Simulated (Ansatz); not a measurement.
Basis-set extrapolation for `Cl[B@H-]1[SH+][B@@H-](Cl)[SH+]1` (PBE0-D4/def2-TZVP geometry, frozen core, Ansatz). Multiplicity 1, RHF reference.

```json
{"": "HF", "def2-TZVPP": "-1765.934782", "def2-QZVPP": "-1765.984304"}
{"": "MP2 correlation", "def2-TZVPP": "-0.974128", "def2-QZVPP": "-1.059356"}
{"": "CCSD(T) correlation", "def2-TZVPP": "-1.095096", "def2-QZVPP": "not run"}
```

Energies in hartree. Use E(X) = E(∞) + A·exp(−7.88·√X) for Hartree–Fock and E(X) = E(∞) + B·X^(−2.97) for correlation, with X = 3 and 4, and add CCSD(T) minus MP2 of the smaller set to the MP2 limit.

Question: What is the CCSD(T) energy at the basis-set limit?

Answer: HF limit: -1765.984304 + (-0.049522) × 0.13774 = -1765.99113. MP2 limit: -1.059356 + (-0.085228) × 0.74074 = -1.12249. Higher-order term: -1.095096 − (-0.974128) = -0.12097. Total: -1767.23459 hartree, 5.57 eV below CCSD(T)/def2-TZVPP.
